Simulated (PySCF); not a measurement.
Ge(F)(SiH3) (FGeH₃Si), SMILES [F][Ge][SiH3] (connectivity only; charge and spin as stated), neutral, multiplicity 1.

The structure is a stationary point at r2SCAN-D4/def2-TZVP.

Level of theory: TDDFT-CAM-B3LYP/def2-SVPD (PySCF).

Vertical excitations. Isolated molecule, no solvent. State labels are in the subgroup Cs.

Problem. Estimate the UV-visible absorptions. (Estimate from the structure and the level; the computed values follow.)

Solution. 
```
state  symmetry  energy (eV)  λ (nm)      f                                                             main pairs
-----  --------  -----------  ------  -----  ---------------------------------------------------------------------
S1           A"         2.01     616  0.003                                                        HOMO→LUMO 101 %
S2           A'         4.76     260  0.024                                                       HOMO→LUMO+1 91 %
S3           A'         6.00     206  0.195                   HOMO→LUMO+2 65 %, HOMO→LUMO+3 22 %, HOMO−2→LUMO 10 %
S4           A"         6.11     203  0.001                                                       HOMO−1→LUMO 93 %
S5           A'         6.29     197  0.012                                     HOMO−2→LUMO 56 %, HOMO→LUMO+3 40 %
S6           A"         6.50     191  0.014                                     HOMO−3→LUMO 71 %, HOMO→LUMO+4 21 %
S7           A'         6.54     190  0.671  HOMO−2→LUMO 31 %, HOMO→LUMO+3 31 %, HOMO→LUMO+2 27 %, HOMO→LUMO+1 5 %
S8           A"         6.81     182  0.060                                     HOMO→LUMO+4 75 %, HOMO−3→LUMO 19 %
S9           A'         7.03     176  0.019                                                       HOMO→LUMO+5 93 %
S10          A"         7.22     172  0.002                                                       HOMO−5→LUMO 95 %
T1           A"         1.22    1012      0                                                         HOMO→LUMO 98 %
T2           A'         3.96     313      0                                                       HOMO→LUMO+1 96 %
T3           A'         5.12     242      0                                                       HOMO→LUMO+2 79 %
T4           A"         5.15     241      0                                                       HOMO−3→LUMO 83 %
```
Triplets are in the Tamm–Dancoff approximation, which puts them higher than full response would, so one can lie above its singlet here.
